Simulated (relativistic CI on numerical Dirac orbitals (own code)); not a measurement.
**Fe²⁺ in a cubic cluster: 3s photoemission with charge transfer**

Computed with a charge-transfer multiplet model of a cubic metal-ligand cluster with up to 3 ligand holes, Slater and spin-orbit integrals from Dirac-Coulomb-Breit ions, Slater integrals scaled by 0.8. The parameters are those of a tetrahedral site (10Dq negative, t2 hopping the larger). The ground state mixes d6 with configurations of k ligand holes L, whose averages lie at kΔ + k(k − 1)U_dd/2; a core hole lowers each added d electron by U_cd. 20 K, Lorentzian 1.4 eV and Gaussian 0.8 eV FWHM.

Atomic integrals in eV (Slater integrals scaled, ζ unscaled), ground: F2dd 8.723, F4dd 5.416, zeta_d 0.049; with the core hole: F2dd 9.668, F4dd 6.046, zeta_d 0.058, G2cd 9.843.

Cluster parameters (eV): U_dd = 6.8, U_cd = 8.4, 10Dq = -0.35, 10Dq(ligand) = 0, V(eg) = 0.7, V(t2g) = -1.19, final-state hopping factor = 0.8.

```csv
Case,n_d,d6,d7L,d8L2,d9L3,S
Δ = -0.7 eV,6.54,0.50,0.47,0.03,0.00,2.00
Δ = 1.3 eV,6.27,0.74,0.25,0.01,0.00,2.00
Δ = 2.3 eV,6.20,0.81,0.18,0.01,0.00,2.00
Δ = 4.3 eV,6.11,0.89,0.10,0.00,0.00,2.00
Δ = 5.3 eV,6.08,0.92,0.08,0.00,0.00,2.00
```

Weights, n_d and S are thermal averages at 20 K. Binding energies count from the first peak over 30 % of the highest in each spectrum, which can be another peak from case to case. The parameters are a model scan and need not match a compound or its usual spin state. Peaks in eV (height, largest 100):
- Δ = -0.7 eV: 0.0 (100), 3.4 (52), 5.4 (40), 6.5 (43), 9.6 (82), 19.2 (46)
- Δ = 1.3 eV: 0.0 (89), 4.1 (45), 7.1 (100), 10.4 (30), 16.5 (68)
- Δ = 2.3 eV: 0.0 (100), 5.6 (92), 10.9 (29), 12.5 (26), 15.4 (81)
- Δ = 4.3 eV: 0.0 (100), 4.0 (80), 8.2 (40), 13.5 (59)
- Δ = 5.3 eV: 0.0 (100), 2.8 (53), 8.4 (36), 12.6 (56)

Curve for Δ = 2.3 eV (points under 2 left out, the grid thinned):

```csv
E (eV),Intensity
-4.1,4.9
-3.6,6.1
-3.0,8.3
-2.5,11.4
-2.0,16.9
-1.5,27.7
-0.9,56.0
-0.4,89.6
0.1,98.5
0.7,69.6
1.2,46.7
1.7,36.0
2.3,35.2
2.8,37.3
3.3,43.1
3.8,59.9
4.4,81.9
4.9,86.9
5.4,91.4
6.0,85.1
6.5,70.0
7.0,64.3
7.6,59.3
8.1,46.4
8.6,32.4
9.1,23.6
9.7,20.6
10.2,23.7
10.7,28.3
11.3,27.5
11.8,24.9
12.3,25.6
12.8,25.4
13.4,23.2
13.9,26.9
14.4,39.6
15.0,68.3
15.5,81.2
16.0,61.7
16.6,31.1
17.1,17.8
17.6,11.3
18.1,7.9
18.7,5.6
19.2,4.4
```

For the case Δ = 2.3 eV, Δ = 2.3 eV is smaller than U_dd = 6.8 eV, the charge-transfer side of the Zaanen-Sawatzky-Allen scheme. With the core hole the configuration with one ligand hole lies at Δ − U_cd = -9.1, -7.1, -6.1, -4.1, -3.1 eV from the one without, in the order of the table; where this is negative the screened configuration lies lower.

Without intra-shell correlation the exchange splitting of the 3s hole comes out too large.
